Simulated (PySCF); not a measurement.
Heteronuclear NMR

Bonds (- single, = double, # triple, : aromatic): C1=N2, N2-C3, C3:C4, C4:C5, C5:C6, C6:C7, C7:C8, C8-N9, N9-Si10, C8:C3. C1 carries H11, H12; C4 carries H13; C5 carries H14; C6 carries H15; C7 carries H16; N9 carries H17; Si10 carries H18, H19, H20. H12 is cis to C3; H11 is trans to C3.

Calculated, not measured (PySCF 2.14.0 with density-fitted response routines): GIAO PBE0/pcSseg-1 shieldings, coordinates at the GFN2-xTB level. Rapidly exchanging positions averaged, relativity neglected, one conformer, no solvent model.

Q: What are the $^{29}$Si shifts?

A: 
| atoms | environment | σ (ppm) | δ (ppm) |
| --- | --- | --- | --- |
| Si10 | silicon bonded to N, 3 H | 451.7 | -91.3 |

Shieldings were converted by a linear fit to measured shifts: $^{29}$Si: δ = 279.94 − 0.822σ (rms 8.9 ppm, 72 shifts, 25.8 ppm with the 6 outliers that the fit left out vs TMS, solution or neat liquid). Occasional misses reach two or three times the rms, and more in compound classes unlike the fitted ones.

On a 500 MHz spectrometer $^{29}$Si resonates near 99.3 MHz, so 1 ppm is 99.3 Hz.

Q: Predict the $^{15}$N NMR data.

A: 
```csv
atoms,environment,σ (ppm),δ (ppm)
N2,imine nitrogen,-87.4,-67.6
N9,aniline-type nitrogen,186.1,-319.5
```

Shieldings were converted by a linear fit to measured shifts: $^{15}$N: δ = -148.07 − 0.921σ (rms 6.3 ppm, 71 shifts vs CH3NO2, solution or neat liquid). A few per cent of atoms miss by over 2 rms, more outside the fitted compound classes.

On a 500 MHz spectrometer $^{15}$N resonates near 50.7 MHz, so 1 ppm is 50.7 Hz.
